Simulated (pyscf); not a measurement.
## `[SiH3][Ga]=[AsH]`, singlet

Gas-phase minimum from PySCF at ωB97X-D3(BJ)/def2-SVP, one conformer. H₃Si–Ga=AsH lies 17.6 kcal/mol over its isomer H₃Si–AsH–Ga [singlet], and others may lie lower still (electronic energy, ωB97M-D3(BJ)). 

```xyz
7

Si    -0.9970    -0.5081    -0.2826
Ga     0.8743     0.9474    -0.5757
As     2.5210     2.3745    -0.9132
H     -1.2662    -0.7066     1.1702
H     -0.7306    -1.8268    -0.9243
H     -2.1817     0.1293    -0.9264
H      1.3639     3.0713    -1.6598
```
Charge 0, spin multiplicity 1.

Bond lengths (Å): Si1–Ga2 2.389, Si1–H4 1.491, Si1–H5 1.491, Si1–H6 1.491, Ga2–As3 2.205, As3–H7 1.543. Bond angles (°): Ga2–Si1–H4 110.0, Ga2–Si1–H5 110.3, Ga2–Si1–H6 108.0, H4–Si1–H5 109.5, H4–Si1–H6 109.5, H5–Si1–H6 109.5, Si1–Ga2–As3 176.5, Ga2–As3–H7 78.8.

Properties at ωB97X-D3(BJ)/def2-SVP:

```
Quantity                                                                                                                                                                                         Value
---------------------------------------------------------------------------------------------------------------------  -------------------------------------------------------------------------------
Harmonic wavenumbers, unscaled                                                                                         16, 77, 77, 272, 402, 448, 481, 527, 874, 945, 952, 2142, 2248, 2261, 2263 cm⁻¹
Zero-point energy                                                                                                                                                                        20.0 kcal/mol
Rotational symmetry number                                                                                                                                                                           1
Entropy of this conformer at 298 K and 1 atm, rigid rotor and harmonic oscillator, modes under 100 cm⁻¹ raised to 100                                                                  346.9 J/(mol K)
Dipole moment                                                                                                                                                                                   3.23 D
```

Single-point totals, which compare only within one level (frozen core for MP2 and CC):

| level | total energy (hartree) |
|---|---|
| ωB97X-D3(BJ)/def2-TZVP | -4452.56022 |
| PBE/def2-TZVP | -4451.84644 |
| r²SCAN/def2-TZVP | -4452.57934 |
| B3LYP-D3(BJ)/def2-TZVP | -4452.75736 |
| PBE0-D3(BJ)/def2-TZVP | -4451.98282 |
| M06-2X/def2-TZVP | -4452.59903 |
| ωB97M-D3(BJ)/def2-TZVP | -4452.70524 |
| HF/def2-TZVPP | -4448.70680 |
| MP2/def2-TZVPP | -4449.31898 |
| CCSD/def2-TZVPP | -4449.34291 |
| CCSD(T)/def2-TZVPP | -4449.37166 |

The lowest mode is so soft that the shape along it may change with the basis. Soft torsions are taken as harmonic, which can shift the entropy by several J/(mol K). The CCSD(T) − MP2 part came from Ansatz, without density fitting, on the same reference. The frozen core leaves the outer d or s,p core shells of the metals and heavy elements correlated in the MP2 and CC values, and def2-TZVPP describes them poorly, so these totals are far from the basis limit. Elements up to Kr have no core potential and no relativistic terms here.
